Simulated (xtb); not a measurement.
H₁₁Si₆ (SMILES [SiH]1[SiH2][SiH2][SiH2][SiH2][SiH2]1), doublet, at a GFN2-xTB geometry; GFN2-xTB (xtb).

Here is a job for xtb.
```
$ xtb mol.xyz --gfn 2 --uhf 1 --etemp 3000 --json

# file mol.xyz
17

Si    -2.00928681     0.31082660     1.04009462
Si    -0.99917176     1.88841840    -0.30786964
Si     1.33189105     1.86714352    -0.19955031
Si     2.16544122    -0.29385339    -0.43750807
Si     0.52549777    -1.90244534    -0.79030876
Si    -1.22044177    -1.84448819     0.75266407
H     -1.87499552     0.71935075     2.45827646
H     -1.55553093     3.23387203    -0.11514543
H     -1.38026573     1.55425403    -1.69439246
H      1.70927656     2.39928772     1.12036694
H      1.97417437     2.80156719    -1.13565077
H      3.19097114    -0.33738215    -1.48875925
H      2.91262466    -0.65638541     0.77738508
H      1.09306438    -3.24634636    -0.95936981
H     -0.08846579    -1.63116720    -2.10228082
H     -0.77260544    -2.47247584     2.00725274
H     -2.32326312    -2.72299726     0.32701094
```

Output, abridged:

```
   ID    Z sym.   atoms
    1   14 Si     1-6
    2    1 H      7-17

           -------------------------------------------------
          |                Calculation Setup                |
           -------------------------------------------------

           -------------------------------------------------
          |                 G F N 2 - x T B                 |
           -------------------------------------------------

          ...................................................
          :                      SETUP                      :
          :.................................................:
          :  # basis functions                  71          :
          :  # atomic orbitals                  65          :
          :  # shells                           29          :
          :  # electrons                        35          :
          :  max. iterations                   250          :
          :  Hamiltonian                  GFN2-xTB          :
          :  restarted?                      false          :
          :  GBSA solvation                  false          :
          :  PC potential                    false          :
          :  electronic temp.         3000.0000000     K    :
          :  accuracy                    1.0000000          :
          :  -> integral cutoff          0.2500000E+02      :
          :  -> integral neglect         0.1000000E-07      :
          :  -> SCF convergence          0.1000000E-05 Eh   :
          :  -> wf. convergence          0.1000000E-03 e    :
          :  Broyden damping             0.4000000          :
          :  net charge                          0          :
          :  unpaired electrons                  1          :
          ...................................................

 iter      E             dE          RMSdq      gap      omega  full diag
   1    -15.8441463 -0.158441E+02  0.498E+00    2.32       0.0  T
   2    -15.9779266 -0.133780E+00  0.332E+00    1.49       1.0  T
   3    -15.9882910 -0.103643E-01  0.188E+00    2.13       1.0  T
   4    -15.9905371 -0.224617E-02  0.146E+00    1.66       1.0  T
   5    -15.9967044 -0.616729E-02  0.364E-01    1.85       1.0  T
   6    -15.9966719  0.325311E-04  0.265E-01    1.87       1.0  T
   7    -15.9968132 -0.141342E-03  0.126E-01    1.87       1.0  T
   8    -15.9968486 -0.354314E-04  0.555E-02    1.90       1.0  T
   9    -15.9968515 -0.285697E-05  0.351E-02    1.90       1.0  T
  10    -15.9968517 -0.211697E-06  0.259E-02    1.89       1.0  T
  11    -15.9968529 -0.119763E-05  0.743E-03    1.90       3.3  T
  12    -15.9968530 -0.115196E-06  0.368E-03    1.90       6.6  T
  13    -15.9968531 -0.244210E-07  0.189E-03    1.90      12.8  T
  14    -15.9968531 -0.469657E-08  0.932E-04    1.90      26.0  T
  15    -15.9968531 -0.919766E-09  0.565E-04    1.90      42.9  T

   *** convergence criteria satisfied after 15 iterations ***

         :::::::::::::::::::::::::::::::::::::::::::::::::::::
         ::                     SUMMARY                     ::
         :::::::::::::::::::::::::::::::::::::::::::::::::::::
         :: total energy             -15.862751912664 Eh    ::
         :: gradient norm              0.001599837883 Eh/a0 ::
         :: HOMO-LUMO gap              1.897530565148 eV    ::
         ::.................................................::
         :: SCC energy               -15.996742968793 Eh    ::
         :: -> isotropic ES            0.031159663906 Eh    ::
         :: -> anisotropic ES         -0.003995891385 Eh    ::
         :: -> anisotropic XC          0.009623281595 Eh    ::
         :: -> dispersion             -0.020022828871 Eh    ::
         :: repulsion energy           0.133991056129 Eh    ::
         :: add. restraining           0.000000000000 Eh    ::
         :: total charge              -0.000000000000 e     ::
         :::::::::::::::::::::::::::::::::::::::::::::::::::::

           -------------------------------------------------
          |                Property Printout                |
           -------------------------------------------------

    * Orbital Energies and Occupations

         #    Occupation            Energy/Eh            Energy/eV
      -------------------------------------------------------------
         1        2.0000           -0.7916447             -21.5417
       ...           ...                  ...                  ...
         6        2.0000           -0.5618146             -15.2878
         7        2.0000           -0.4313598             -11.7379
         8        2.0000           -0.4277037             -11.6384
         9        2.0000           -0.4239332             -11.5358
        10        2.0000           -0.4209500             -11.4546
        11        2.0000           -0.4207281             -11.4486
        12        1.9999           -0.3992420             -10.8639
        13        1.9998           -0.3914552             -10.6520
        14        1.9993           -0.3804123             -10.3515
        15        1.9929           -0.3586532              -9.7594
        16        1.9872           -0.3529936              -9.6054
        17        1.9432           -0.3383909              -9.2081
        18        1.0433           -0.2881326              -7.8405 (HOMO)
        19        0.0181           -0.2183997              -5.9430 (LUMO)
        20        0.0054           -0.2067535              -5.6261
        21        0.0042           -0.2043951              -5.5619
        22        0.0020           -0.1975285              -5.3750
        23        0.0017           -0.1955495              -5.3212
        24        0.0015           -0.1947014              -5.2981
        25        0.0012           -0.1920903              -5.2270
        26        0.0003           -0.1780251              -4.8443
        27        0.0001           -0.1665934              -4.5332
        28        0.0000           -0.1596590              -4.3445
        29        0.0000           -0.1479944              -4.0271
       ...           ...                  ...                  ...
        65                          1.1564718              31.4692
      -------------------------------------------------------------
                  HL-Gap            0.0697330 Eh            1.8975 eV
             Fermi-level           -0.2840203 Eh           -7.7286 eV

     #   Z          covCN         q      C6AA      α(0)
     1  14 Si       2.799     0.199   188.121    30.110
     2  14 Si       3.711     0.271   102.961    19.430
     3  14 Si       3.705     0.276   102.852    19.422
     4  14 Si       3.709     0.269   103.024    19.437
     5  14 Si       3.708     0.272   102.936    19.429
     6  14 Si       3.710     0.272   102.942    19.428
     7   1 H        0.913    -0.127     6.613     4.022
     8   1 H        0.917    -0.133     6.870     4.100
     9   1 H        0.915    -0.173     8.955     4.681
    10   1 H        0.916    -0.150     7.708     4.343
    11   1 H        0.916    -0.119     6.298     3.925
    12   1 H        0.917    -0.133     6.887     4.105
    13   1 H        0.916    -0.152     7.793     4.366
    14   1 H        0.917    -0.122     6.387     3.953
    15   1 H        0.915    -0.171     8.846     4.652
    16   1 H        0.916    -0.145     7.466     4.274
    17   1 H        0.916    -0.133     6.888     4.105

 Mol. C6AA /au·bohr⁶  :       8769.244008
 Mol. C8AA /au·bohr⁸  :     417179.405658
 Mol. α(0) /au        :        173.780590

Wiberg/Mayer (AO) data.
largest (>0.10) Wiberg bond orders for each atom

 ---------------------------------------------------------------------------
     #   Z sym  total        # sym  WBO       # sym  WBO       # sym  WBO
 ---------------------------------------------------------------------------
     1  14 Si   3.017 --     2 Si   0.946     6 Si   0.942     7 H    0.893
     2  14 Si   3.757 --     1 Si   0.946     8 H    0.889     9 H    0.884
                             3 Si   0.823
     3  14 Si   3.665 --    10 H    0.893    11 H    0.891     4 Si   0.837
                             2 Si   0.823
     4  14 Si   3.672 --    12 H    0.895    13 H    0.895     5 Si   0.845
                             3 Si   0.837
     5  14 Si   3.665 --    14 H    0.895    15 H    0.892     4 Si   0.845
                             6 Si   0.818
     6  14 Si   3.745 --     1 Si   0.942    17 H    0.890    16 H    0.887
                             5 Si   0.818
     7   1 H    0.980 --     1 Si   0.893
     8   1 H    0.980 --     2 Si   0.889
     9   1 H    0.969 --     2 Si   0.884
    10   1 H    0.976 --     3 Si   0.893
    11   1 H    0.983 --     3 Si   0.891
    12   1 H    0.980 --     4 Si   0.895
    13   1 H    0.976 --     4 Si   0.895
    14   1 H    0.982 --     5 Si   0.895
    15   1 H    0.970 --     5 Si   0.892
    16   1 H    0.976 --     6 Si   0.887
    17   1 H    0.980 --     6 Si   0.890
 ---------------------------------------------------------------------------

Topologies differ in total number of bonds
Writing topology from bond orders to xtbtopo.mol

molecular dipole:
                 x           y           z       tot (Debye)
 q only:       -0.535       0.088       0.234
   full:        0.170       0.024      -0.034       0.444
molecular quadrupole (traceless):
                xx          xy          yy          xz          yz          zz
 q only:        3.093      -0.685      -3.303      -0.936       0.072       0.210
  q+dip:       -1.130      -0.178      -0.164       0.326      -0.308       1.294
   full:       -1.453      -0.429      -1.102       0.735      -0.053       2.554

           -------------------------------------------------
          | TOTAL ENERGY              -15.862751912664 Eh   |
          | GRADIENT NORM               0.001599837883 Eh/α |
          | HOMO-LUMO GAP               1.897530565148 eV   |
           -------------------------------------------------

normal termination of xtb
```
